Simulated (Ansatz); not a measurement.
A CCSD(T) single point on ClH$_{7}$O$_{2}$Si$_{3}$, SMILES `[SiH3]O[SiH](Cl)O[SiH3]`.

```yaml
crystal:
  periodic: [false, false, false]
  atoms:
    - {symbol: Si, position_ang: [1.954938, -0.311320, -1.471911]}
    - {symbol: O, position_ang: [0.318078, -0.154366, -1.473968]}
    - {symbol: Si, position_ang: [-0.943901, 0.609028, -0.819811]}
    - {symbol: Cl, position_ang: [-0.357689, 2.502202, -0.280995]}
    - {symbol: O, position_ang: [-1.477825, -0.161682, 0.492344]}
    - {symbol: Si, position_ang: [-1.241970, -0.451424, 2.093282]}
    - {symbol: H, position_ang: [2.292798, -1.462296, -2.341567]}
    - {symbol: H, position_ang: [2.581265, 0.925938, -1.998299]}
    - {symbol: H, position_ang: [2.436622, -0.563696, -0.090004]}
    - {symbol: H, position_ang: [-2.027795, 0.701732, -1.804164]}
    - {symbol: H, position_ang: [-1.471984, 0.791262, 2.869927]}
    - {symbol: H, position_ang: [0.145916, -0.929379, 2.319598]}
    - {symbol: H, position_ang: [-2.208454, -1.496010, 2.505569]}
basis:
  gaussian: {orbitals: def2-TZVPP}
correlation: {method: ccsd_t}
```

```sh
$ ansatz run in.yaml --threads 2 --pin off --events-out ev --progress --plain --max-ram 22528MiB --backend cuda --devices 0, --max-vram 18GiB
```

Log, shortened:

```
Functional definition: HF
1907 factors; integrals over basis functions are off by at most 1.2e-3 eV
mean field evaluation 1: about -40280.3490 eV, gradient 5.0e1 eV
mean field evaluation 2: about -40280.7623 eV, gradient 5.1e1 eV
mean field evaluation 4: about -40285.8715 eV, gradient 4.2e0 eV
mean field evaluation 8: about -40285.9546 eV, gradient 2.4e-1 eV
mean field -40285.95486113 eV, -1480.4815343457 hartree, gradient 4.0e-6 eV, S^2 0.000000; 0 other end points of the search recorded, 0 dependent functions left out
22 core orbitals not correlated: weight in the atoms' cores, before any rotation towards them, 1.000 or more for the frozen orbitals, at most 0.000 for the correlated occupied ones
reference -40285.95486113 eV, -1480.4815343457 hartree; 19, 19 occupied and 287, 287 virtual orbitals, 1907 factors
second order -27.72122623 eV of doubles, -0.00000000 eV of singles
cycle   1  -28.61855332 eV  change   -9.0e-1 eV  update   1.2e-1
cycle   2  -29.36105208 eV  change   -7.4e-1 eV  update   3.4e-2
cycle   3  -29.51787118 eV  change   -1.6e-1 eV  update   1.7e-2
cycle   4  -29.49991864 eV  change    1.8e-2 eV  update   3.4e-3
cycle   5  -29.49891451 eV  change    1.0e-3 eV  update   1.4e-3
cycle   6  -29.49945774 eV  change   -5.4e-4 eV  update   3.6e-4
cycle   7  -29.49920936 eV  change    2.5e-4 eV  update   1.3e-4
cycle   8  -29.49917758 eV  change    3.2e-5 eV  update   3.5e-5
perturbative correction -1.05131401 eV, -0.0386350774 hartree
Total energy: -40316.50535272 eV, -1481.6042442038 hartree
```

Hardware: 2 threads of an AMD EPYC 7R13 on a shared host and a share of an NVIDIA H100 80 GB. Wall time 4.7 s, peak host memory 0.86 GiB.

MP2 recovers 90.7 % of the CCSD(T) correlation energy and the triples give 3.4 %; T1 = 0.0111.
